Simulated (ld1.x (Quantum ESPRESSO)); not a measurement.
## Transferability test, TM potential for phosphorus

* Element: P (Z = 15)
* Generator: ld1.x (Quantum ESPRESSO) 7.5
* Type: norm-conserving Troullier–Martins (Kleinman–Bylander form)
* Functional: LDA (PZ)
* Relativity: non-relativistic
* Frozen core: [Ne]
* Valence charge: 5
* Reference configuration: 3s2 3p2.5 (charge +0.5)
* Partial waves: 3s (bound): rc 1.25 bohr; 3p (bound): rc 1.65 bohr; 3d channel at 0.3 Ry: rc 1.35 bohr
* Local potential: all-electron potential smoothed inside 1.45 bohr (lloc = -1)
* Core correction: Bessel-smoothed model core inside 1.00 bohr

Energies are relative to the spin-unpolarised reference configuration 3s2 3p2.5; without spin polarisation the order of configurations can differ from experiment. Spin-polarised rows fill each open shell by Hund’s rule, majority spin first.

```json
{"valence configuration": "3s2 3p2", "charge": "+1", "ΔE all-electron (eV)": "6.006", "error AE − PS (meV)": "+1.7"}
{"valence configuration": "3s2 3p1", "charge": "+2", "ΔE all-electron (eV)": "25.268", "error AE − PS (meV)": "+24"}
{"valence configuration": "3s1 3p4", "charge": "0", "ΔE all-electron (eV)": "4.580", "error AE − PS (meV)": "-2.1"}
{"valence configuration": "3s1 3p3", "charge": "+1", "ΔE all-electron (eV)": "14.982", "error AE − PS (meV)": "+1.5"}
{"valence configuration": "3s2 3p3.3", "charge": "-0.3", "ΔE all-electron (eV)": "-5.166", "error AE − PS (meV)": "+1.9"}
{"valence configuration": "3s1 3p0", "charge": "+4", "ΔE all-electron (eV)": "107.237", "error AE − PS (meV)": "+210"}
{"valence configuration": "3s2 3p2.5 (spin-polarised)", "charge": "+0.5", "ΔE all-electron (eV)": "-1.177", "error AE − PS (meV)": "+14"}
{"valence configuration": "3s2 3p3 (spin-polarised)", "charge": "0", "ΔE all-electron (eV)": "-5.337", "error AE − PS (meV)": "+18"}
```

(1) What are ΔE and the potential's error for 3s2 3p3?

## Answers

(1) ΔE = -3.827 eV all-electron; the error (AE − PS) is +0.9 meV.
